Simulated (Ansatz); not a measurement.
A nudged elastic band was laid between two geometries of BFH2Se (5 atoms, charge 0, multiplicity 1).

Theory: Ansatz, UKS PBE0/def2-SVP.

```json
{
  "movable images": "6",
  "climbing image": "no",
  "spring": "5.0 eV/Å²",
  "optimiser": "quadratic models (default)",
  "start path": "through a guess of the saddle point",
  "force threshold": "0.03 eV/Å",
  "iteration limit": "60",
  "end points": "relaxed"
}
```

Image 0:

```xyz
5
Properties=species:S:1:pos:R:3
F -0.264 -1.628 0.834
B -0.271 -0.534 0.094
Se 1.104 0.788 0.410
H -1.123 -0.391 -0.746
H 0.603 1.691 -0.634
```

Image 7:

```xyz
5
Properties=species:S:1:pos:R:3
F 0.576 -1.511 1.413
B -0.355 -1.335 0.514
Se -0.509 0.295 -0.521
H -1.680 -0.196 -1.259
H 2.017 2.674 -0.189
```

Q: What changes between the two ends?

A: Bonds broken: B2–H4, Se3–H5. Bonds formed: Se3–H4. BFH2Se becomes BFHSe + H.

Q: Give the energies along the band, and the barrier.

A: The forces met the threshold. The highest image is number 4 of 0 to 7, 4.89 eV above the first end and 0.35 eV above the last; the last end lies 4.54 eV above the first. The profile has 2 maxima (images 1, 4) with wells between them (image 2): this band takes more than one step, which may be the mechanism or a detour left from its start path. Neighbouring images differ by up to 4.3 eV, so the band resolves the path poorly. No image climbed, so the highest image needn't sit at the top of the path.

```
image  path coordinate (Å)  energy (eV)  B2–H4 (Å)  Se3–H5 (Å)  Se3–H4 (Å)
    0                 0.00         0.00       1.21        1.47        2.77
    1                 0.99         0.45       1.21        1.47        2.84
    2                 1.98         0.37       1.21        1.48        2.85
    3                 2.97         0.57       1.28        1.48        2.32
    4                 3.97         4.89       2.14        1.86        1.84
    5                 4.96         4.54       2.49        3.13        1.47
    6                 5.95         4.54       2.49        4.19        1.47
    7                 6.95         4.54       2.49        3.49        1.47
```

Q: What is the geometry of the highest image?

A: 
```xyz
5
Properties=species:S:1:pos:R:3:forces:R:3
F 0.161 -1.197 1.486 -0.35 -0.46 -0.09
B -0.317 -0.862 0.322 0.20 0.53 -0.25
Se 0.068 0.687 -0.655 0.90 0.86 0.68
H -1.129 -0.346 -1.591 0.34 -0.14 0.71
H 1.266 1.644 0.397 -1.08 -0.78 -1.05
```

The band took 59 iterations and roughly 16 core-minutes.

Run time: 8.3 min on 2 threads of Arm Neoverse V2, on a shared host, peak memory 0.2 GiB.
